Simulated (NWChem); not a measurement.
GeSiH$_{4}$Cl$_{2}$; SMILES Cl[SiH2][GeH2][Cl]

```xyz
8

Cl     0.5003    -2.5456    -0.4550
Si    -0.7610    -1.2735     0.6037
Ge    -0.6210     0.9657    -0.2648
Cl     1.3136     1.8224     0.3283
H     -0.3676    -1.2995     2.0328
H     -2.1515    -1.7757     0.4535
H     -0.6690     1.0345    -1.8062
H     -1.6984     1.8931     0.3454
```
Atoms are numbered in this order, from 1.

Level: B3LYP/6-31G* (spherical d) (NWChem), optimised geometry, unscaled harmonic frequencies. 

Task: List the harmonic frequencies with IR intensities, and the thermochemistry.

Result: 
```json
[
 {"frequency (cm⁻¹)": "29", "IR intensity (km/mol)": "1.1"},
 {"frequency (cm⁻¹)": "84", "IR intensity (km/mol)": "0.6"},
 {"frequency (cm⁻¹)": "129", "IR intensity (km/mol)": "5.2"},
 {"frequency (cm⁻¹)": "325", "IR intensity (km/mol)": "9.5"},
 {"frequency (cm⁻¹)": "392", "IR intensity (km/mol)": "59.9"},
 {"frequency (cm⁻¹)": "409", "IR intensity (km/mol)": "14.6"},
 {"frequency (cm⁻¹)": "486", "IR intensity (km/mol)": "9.9"},
 {"frequency (cm⁻¹)": "540", "IR intensity (km/mol)": "66.5"},
 {"frequency (cm⁻¹)": "636", "IR intensity (km/mol)": "2.7"},
 {"frequency (cm⁻¹)": "691", "IR intensity (km/mol)": "19.9"},
 {"frequency (cm⁻¹)": "737", "IR intensity (km/mol)": "190.1"},
 {"frequency (cm⁻¹)": "825", "IR intensity (km/mol)": "288.0"},
 {"frequency (cm⁻¹)": "860", "IR intensity (km/mol)": "32.4"},
 {"frequency (cm⁻¹)": "945", "IR intensity (km/mol)": "98.1"},
 {"frequency (cm⁻¹)": "2110", "IR intensity (km/mol)": "109.1"},
 {"frequency (cm⁻¹)": "2134", "IR intensity (km/mol)": "104.1"},
 {"frequency (cm⁻¹)": "2253", "IR intensity (km/mol)": "116.1"},
 {"frequency (cm⁻¹)": "2280", "IR intensity (km/mol)": "102.3"}
]
```

| Property | Result |
|---|---|
| zero-point energy | 22.7 kcal/mol |
| thermal correction to the enthalpy at 298.15 K (with zero-point energy) | 27.7 kcal/mol |
| heat capacity Cv | 23.0 cal/(mol K) |
| entropy at 298.15 K and 1 atm (symmetry number 1) | 89.0 cal/(mol K) |
| dipole moment | 2.93 D |

Rigid rotor and harmonic oscillator; modes under 100 cm⁻¹ make the entropy uncertain.
